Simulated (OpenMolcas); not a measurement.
Computed levels of 3s2 3p3 in ions with 15 electrons, in cm-1 above 4S* 3/2.

* Program: OpenMolcas
* Method: SS-CASPT2, IPEA 0.25 Eh, imaginary shift 0.1 Eh
* Basis: ANO-RCC-VQZP
* Scalar Hamiltonian: DKH2, point nucleus
* Spin-orbit coupling: RASSI with atomic mean-field integrals over the reference wave functions, term energies averaged over their components

Active space for each ion: 5 electrons in 8 orbitals (3s 3p 4s 4p); closed shells correlated by CASPT2: 2s 2p.

```tsv
Level	S+	Ar3+
2D* 3/2	15480	21790
2D* 5/2	15510	21920
2P* 1/2	24960	35530
2P* 3/2	24980	35660
```

Q: Estimate 2D* 3/2, 2D* 5/2 for Cl2+ from its neighbours S+ and Ar3+.

A: 2D* 3/2 is another term, which grows about linearly with the charge: (15480 + 21790) / 2 = 18635. The calculation gives 18800, so the estimate is off by -0.9 %; the measured value is 18053 (Moore, Atomic Energy Levels, vol. I, NSRDS-NBS 35 (1971 reprint of NBS Circular 467, 1949)).
2D* 5/2 is another term, which grows about linearly with the charge: (15510 + 21920) / 2 = 18715. The calculation gives 18860, so the estimate is off by -0.8 %; the measured value is 18120 (Moore, Atomic Energy Levels, vol. I, NSRDS-NBS 35 (1971 reprint of NBS Circular 467, 1949)).

CASPT2 does not keep the components of a term degenerate, so their means are used; among the terms shown or strongly mixed into the levels shown the widest spread is 120 cm-1 (3s2 3p3 2D*, Cl2+). Over all roots computed the reference weight is 0.83 to 0.96 in S+, 0.85 to 0.96 in Cl2+, 0.86 to 0.96 in Ar3+; the roots of lowest weight are the least certain, and an intruder state may touch them. Active for correlation alone: 4p 4s; no level in the range computed is led by a configuration that fills them, so any true level of that kind is missing. Computed and measured levels are paired by configuration, term and J; levels that our copy of the source lacks, or whose pairing is in doubt (as where it misses far off the trend of its configuration), stay unpaired and out of the deviations. Levels of configurations outside the active space are missing.

* marks odd parity.
